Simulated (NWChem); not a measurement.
System: C$_{2}$H$_{7}$NOSi; SMILES [Si@H](O)(C=C)N

Input file for NWChem:

```
start job
memory heap 200 mb stack 900 mb global 1100 mb
geometry units angstroms noautoz
  C      0.037604    -2.273100     0.315898
  C     -0.721738    -1.261304    -0.120564
  Si    -0.067999     0.461501    -0.371040
  N     -1.067239     1.587278     0.464864
  O      1.522772     0.350792     0.142205
  H      1.099175    -2.123987     0.540627
  H     -0.363471    -3.281975     0.467934
  H     -1.782194    -1.452646    -0.332805
  H     -0.104673     0.923557    -1.793513
  H     -1.299504     1.470564     1.444399
  H     -1.146041     2.553086     0.171342
  H      2.064257     1.135500     0.024543
end
basis spherical
  * library 6-31g*
end
dft
  xc xpbe96 cpbe96
  grid fine
  iterations 150
  mulliken
end
task dft gradient
```

Output (shortened):

```
             Northwest Computational Chemistry Package (NWChem) 7.3.0
             --------------------------------------------------------

 C1  symmetry detected

                             Geometry "geometry" -> ""
                             -------------------------

 Output coordinates in angstroms (scale by  1.889725989 to convert to a.u.)

  No.       Tag          Charge          X              Y              Z
 ---- ---------------- ---------- -------------- -------------- --------------
    1 C                    6.0000    -0.13533363    -2.24064332     0.26770840
    2 C                    6.0000    -0.78173148    -1.16062254    -0.18677528
    3 Si                  14.0000     0.03258161     0.49963711    -0.38324943
    4 N                    7.0000    -0.89955944     1.70102913     0.42443875
    5 O                    8.0000     1.58264686     0.24215989     0.19746778
    6 H                    1.0000     0.92410733    -2.18912095     0.54084041
    7 H                    1.0000    -0.63059122    -3.21132281     0.38731654
    8 H                    1.0000    -1.84436309    -1.25443563    -0.44799950
    9 H                    1.0000     0.10086800     0.97822049    -1.79907607
   10 H                    1.0000    -1.18498913     1.59506946     1.39106197
   11 H                    1.0000    -0.87926946     2.67308289     0.14186166
   12 H                    1.0000     2.19622691     0.97669914     0.11507479

 Effective nuclear repulsion energy (a.u.)     230.3418154797

  pbe96 is a nonlocal functional; adding pw91lda local functional.

                                 NWChem DFT Module
                                 -----------------

 Summary of "ao basis" -> "ao basis" (spherical)
 ------------------------------------------------------------------------------
       Tag                 Description            Shells   Functions and Types
 ---------------- ------------------------------  ------  ---------------------
 C                           6-31g*                  6       14   3s2p1d
 Si                          6-31g*                  8       18   4s3p1d
 N                           6-31g*                  6       14   3s2p1d
 O                           6-31g*                  6       14   3s2p1d
 H                           6-31g*                  2        2   2s

            General Information
            -------------------
          SCF calculation type: DFT
          Wavefunction type:  closed shell.
          No. of atoms     :    12
          No. of electrons :    48
           Alpha electrons :    24
            Beta electrons :    24
          Charge           :     0
          Spin multiplicity:     1
          Use of symmetry is: off; symmetry adaption is: off
          Maximum number of iterations: 150
          AO basis - number of functions:    88
                     number of shells:    46
          Convergence on energy requested:  1.00D-06
          Convergence on density requested:  1.00D-05
          Convergence on gradient requested:  5.00D-04

              XC Information
              --------------
          PerdewBurkeErnzerhof Exchange Functional  1.000
            Perdew 1991 LDA Correlation Functional  1.000 local
           PerdewBurkeErnz. Correlation Functional  1.000 non-local

             Grid Information
             ----------------
          Grid used for XC integration:  fine
          Radial quadrature: Mura-Knowles
          Angular quadrature: Lebedev.
          Tag              B.-S. Rad. Rad. Pts. Rad. Cut. Ang. Pts.
          ---              ---------- --------- --------- ---------
          C                   0.70       70          12.0       590
          Si                  1.10      123          10.0       770
          N                   0.65       70          12.0       590
          O                   0.60       70          11.0       590
          H                   0.35       60          13.0       590
          Grid pruning is: on
          Number of quadrature shells:   823
          Spatial weights used:  Erf1

      Superposition of Atomic Density Guess
      -------------------------------------

 Sum of atomic energies:        -496.67353407

      Non-variational initial energy
      ------------------------------

 Total energy =    -499.079353
 1-e energy   =   -1139.257424
 2-e energy   =     409.836256
 HOMO         =      -0.329301
 LUMO         =      -0.007991

     ---------------------------------------------
      Total Density - Mulliken Population Analysis
     ---------------------------------------------

    Atom       Charge   Shell Charges
 -----------   ------   -------------------------------------------------------
    1 C    6     6.38   2.00  0.74  1.89  0.62  1.10  0.03
    2 C    6     6.48   2.00  0.74  1.97  0.62  1.12  0.03
    3 Si  14    12.90   2.00  2.00  5.97  0.86  1.36  0.18  0.29  0.24
    4 N    7     8.22   2.00  0.82  2.68  0.81  1.90  0.01
    5 O    8     9.05   2.00  0.93  3.15  0.91  2.05  0.01
    6 H    1     0.78   0.47  0.32
    7 H    1     0.78   0.47  0.32
    8 H    1     0.77   0.46  0.31
    9 H    1     1.09   0.47  0.62
   10 H    1     0.56   0.41  0.15
   11 H    1     0.55   0.40  0.15
   12 H    1     0.44   0.35  0.09

   convergence    iter        energy       DeltaE   RMS-Dens  Diis-err
 ---------------- ----- ----------------- --------- --------- ---------
 d= 0,ls=0.0,diis     1   -499.4054746358 -7.30D+02  1.70D-02  8.62D-01
 d= 0,ls=0.0,diis     2   -499.3017885796  1.04D-01  1.16D-02  1.88D+00
 d= 0,ls=0.0,diis     3   -499.4849656028 -1.83D-01  2.51D-03  9.92D-02
 d= 0,ls=0.0,diis     4   -499.4926353870 -7.67D-03  1.07D-03  1.90D-02
 d= 0,ls=0.0,diis     5   -499.4945929522 -1.96D-03  2.98D-04  1.28D-03
  Resetting Diis
 d= 0,ls=0.0,diis     6   -499.4947289393 -1.36D-04  1.13D-04  1.34D-04
 d= 0,ls=0.0,diis     7   -499.4947429784 -1.40D-05  1.41D-04  3.09D-05
 d= 0,ls=0.0,diis     8   -499.4947156938  2.73D-05  1.02D-04  2.25D-04
 d= 0,ls=0.0,diis     9   -499.4947472803 -3.16D-05  6.32D-06  4.44D-07
 d= 0,ls=0.0,diis    10   -499.4947473213 -4.10D-08  2.24D-06  1.07D-07

         Total DFT energy =     -499.494747321273
      One electron energy =    -1144.773139358667
           Coulomb energy =      464.474445457954
    Exchange-Corr. energy =      -49.537868900305
 Nuclear repulsion energy =      230.341815479745

 Numeric. integr. density =       47.999999695626

                       DFT Final Molecular Orbital Analysis
                       ------------------------------------

 Vector   22  Occ=2.000000D+00  E=-2.460367D-01
              MO Center=  9.4D-01,  4.3D-01, -2.0D-01, r^2= 2.5D+00
   Bfn.  Coefficient  Atom+Function         Bfn.  Coefficient  Atom+Function
  ----- ------------  ---------------      ----- ------------  ---------------
    65      0.514579   5 O  pz               69      0.387733   5 O  pz
    82      0.293142   9 H  s                81      0.181661   9 H  s
    52     -0.130047   4 N  s                37     -0.118845   3 Si pz
    36      0.111191   3 Si py               51      0.105202   4 N  pz
    41      0.100443   3 Si pz               18     -0.090118   2 C  py

 Vector   23  Occ=2.000000D+00  E=-2.316098D-01
              MO Center= -4.3D-01, -1.4D+00, -3.1D-02, r^2= 2.2D+00
   Bfn.  Coefficient  Atom+Function         Bfn.  Coefficient  Atom+Function
  ----- ------------  ---------------      ----- ------------  ---------------
    19      0.365657   2 C  pz                5      0.356588   1 C  pz
    23      0.249981   2 C  pz                9      0.244237   1 C  pz
    82      0.139386   9 H  s                17     -0.118572   2 C  px
     4      0.113790   1 C  py               49     -0.099370   4 N  px
     3     -0.092077   1 C  px               53     -0.089043   4 N  px

 Vector   24  Occ=2.000000D+00  E=-2.058811D-01
              MO Center= -5.7D-01,  1.3D+00,  3.2D-01, r^2= 2.3D+00
   Bfn.  Coefficient  Atom+Function         Bfn.  Coefficient  Atom+Function
  ----- ------------  ---------------      ----- ------------  ---------------
    49      0.479074   4 N  px               53      0.409799   4 N  px
    51      0.206996   4 N  pz               55      0.167389   4 N  pz
    63      0.166276   5 O  px               64     -0.162175   5 O  py
    39      0.135262   3 Si px               67      0.124917   5 O  px
    68     -0.118116   5 O  py               50      0.107810   4 N  py

[...]

                         DFT ENERGY GRADIENTS

    atom               coordinates                        gradient
                 x          y          z           x          y          z
   1 C      -0.255743  -4.234202   0.505896   -0.004281   0.007165  -0.002894
   2 C      -1.477258  -2.193259  -0.352954    0.005223  -0.006377   0.002788
   3 Si      0.061570   0.944177  -0.724236   -0.001667   0.000835   0.001893
   4 N      -1.699921   3.214479   0.802073    0.004544  -0.000927   0.001357
   5 O       2.990769   0.457616   0.373160    0.001452   0.013397  -0.003832
   6 H       1.746310  -4.136839   1.022040   -0.000563   0.000849  -0.000399
   7 H      -1.191645  -6.068520   0.731922   -0.000139   0.001557  -0.000405
   8 H      -3.485341  -2.370540  -0.846596    0.001087  -0.000082   0.000313
   9 H       0.190613   1.848569  -3.399761    0.001041  -0.001548   0.002888
  10 H      -2.239305   3.014244   2.628726    0.001073   0.000780  -0.004860
  11 H      -1.661578   5.051394   0.268080   -0.000272  -0.004940   0.001516
  12 H       4.150267   1.845694   0.217460   -0.007497  -0.010709   0.001635
```

Level: PBE/6-31G* (spherical d). Geometry: optimised at PBE0/def2-SVP. No frequency run checked for a minimum.
